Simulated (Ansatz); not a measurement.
Compare A (`O[SiH2]CS`) with its isomer B (`C[SiH](O)S`).

Calculated with Ansatz (gas phase, PBE0-D4/def2-TZVP geometries, no zero-point term in ΔE). CCSD(T)/CBS is the MP2 limit (def2-TZVPP, def2-QZVPP) plus CCSD(T) − MP2 in def2-TZVPP, frozen cores. Functionals use def2-TZVPP. B3LYP here is the variant with VWN-RPA as its local correlation; programs differ in this. Each species was taken in one conformer, which may not be the lowest.

(1) Which is lower in electronic energy at CCSD(T)/CBS, and by how much? (Estimate.)

(2) Give E(B) − E(A) in kJ/mol with B3LYP, HF/def2-TZVPP, PBE0-D4, ωB97M-V, PBE-D4, B2PLYP, CCSD(T)/def2-SVP. (An estimate is asked.)

(3) Does the order hold for the free energy at 298.15 K (harmonic terms from PBE0-D4)? (Estimate.)

Largest T1 diagnostic: 0.011.

## Answers

(1) Computed: B, by 128.6 kJ/mol.

(2) Ansatz gave: B3LYP -129.0, HF/def2-TZVPP -130.0, PBE0-D4 -130.5, ωB97M-V -129.5, PBE-D4 -128.2, B2PLYP -129.7, CCSD(T)/def2-SVP -121.4. None reverses the order clearly.

(3) The calculation gave: Yes: G(B) − G(A) = -125.7 kJ/mol, for one conformer each.

Leaving LDA and LC-ωPBE aside and taking each functional with its dispersion term where it has one, the values, not all of them listed here, spread over 10.8 kJ/mol, from B97M-V to BLYP-D4. At CCSD(T), def2-SVP lies +7.2 kJ/mol from the extrapolated value and def2-TZVPP +1.0 kJ/mol.
